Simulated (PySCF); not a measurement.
C3H5BO. Atoms are numbered in the order given.

```xyz
10

O     -0.1535    -1.8991     0.0000
B     -0.0691    -0.5527     0.0000
C     -1.1146     0.5979     0.0000
C     -0.0821     1.4774     0.0000
C      1.1282     0.5395     0.0000
H      0.7103    -2.3315     0.0000
H     -2.1883     0.7975     0.0000
H     -0.0846     2.5772     0.0000
H      1.7736     0.6120    -0.8938
H      1.7736     0.6120     0.8938
```

The structure is a stationary point at B3LYP-D3(BJ)/def2-SVP. This is a generated structure with no PubChem entry under its InChIKey; it may be hypothetical. One conformer was computed; it need not be the lowest.

Computed with r2SCAN/def2-TZVP (PySCF).

The molecule is in vacuum.

Computed frontier levels, gap, dipole moment and polarisability:
| Quantity | Value |
|---|---|
| highest occupied level | -6.69 eV |
| lowest empty level | -1.44 eV |
| orbital gap | 5.25 eV |
| dipole moment | 1.40 D |
| quadrupole, principal values (traceless, Buckingham form, about the centre of nuclear charge) | -4.85, -2.50, 7.35 D·Å |
| mean static polarisability | 50.6 bohr³ (7.49 Å³) |
| polarisability, principal values | 35.8, 56.4, 59.5 bohr³ |
